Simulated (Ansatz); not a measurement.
Reaction (cleavage of the Si–Ge bond): `F[C]1=[CH][GeH]1[SiH3]` + `C/N=C\N` → `C/N=C/N[SiH3]` + `F[C]1=[CH][GeH2]1`

Computed with Ansatz on PBE0-D4/def2-TZVP structures; ΔE is electronic, products minus reactants. CCSD(T)/CBS adds triple-zeta CCSD(T) − MP2 to the extrapolated MP2 energy (def2 sets, frozen cores). Double bonds are as drawn, so ΔE can hold a change between cis and trans. For Ge outer-core shells are correlated without core-valence functions, which leaves a few kJ/mol of doubt a bond. Scalar relativity is left out up to krypton. Each species was taken in one conformer, which may not be the lowest.

```json
{"species": "`F[C]1=[CH][GeH]1[SiH3]`", "MP2/CBS(def2) energy (Eh)": "-2543.92035"}
{"species": "`C/N=C\\N`", "MP2/CBS(def2) energy (Eh)": "-189.03701"}
{"species": "`C/N=C/N[SiH3]`", "MP2/CBS(def2) energy (Eh)": "-479.31821"}
{"species": "`F[C]1=[CH][GeH2]1`", "MP2/CBS(def2) energy (Eh)": "-2253.65519"}
```

Problem. Work out ΔE.

Solution. ΔE = (-479.31821) + (-2253.65519) − (-2543.92035) − (-189.03701) = -0.01604 Eh = -42.1 kJ/mol. CCSD(T)/CBS gives -38.5 kJ/mol.

Largest T1 diagnostic among the species: 0.014.

From PBE to PBE0 (25 % exact exchange), in def2-TZVPP and without D4, ΔE moves by −5.9 kJ/mol. In def2-TZVPP, CCSD(T) changes the Hartree–Fock value by +15.5 kJ/mol (the triples alone add +2.2 kJ/mol) and MP2 by +11.9 kJ/mol.
